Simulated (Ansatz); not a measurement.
Reaction (ligand exchange at a Ge–C bond): `[F][GeH2][CH2]Cl` + `BCS` → `BC[S][GeH2][F]` + `CCl`

Program: Ansatz. Geometries: PBE0-D4/def2-TZVP. ΔE: electronic, gas phase. CBS: MP2 limit from def2 TZ/QZ plus the TZ coupled-cluster correction, frozen cores. This one scheme is used for every species. Functionals use def2-TZVPP. For Ge outer-core shells are correlated without core-valence functions, which leaves a few kJ/mol of doubt a bond. Scalar relativity is left out up to krypton. One conformer a species, not always the lowest.

| level | ΔE (kcal/mol) |
| --- | --- |
| PBE-D4 | -19.1 |
| CCSD(T)/def2-TZVPP | -17.8 |

(1) What does CCSD(T)/CBS give? (Best estimate.)

Largest T1 diagnostic among the species: 0.012.

Results:

(1) The calculation gave: -18.2 kcal/mol. The listed levels differ from it by -0.9, 0.4 kcal/mol.

In def2-TZVPP, CCSD(T) changes the Hartree–Fock value by +1.6 kcal/mol (the triples alone add −0.2 kcal/mol) and MP2 by +0.8 kcal/mol.
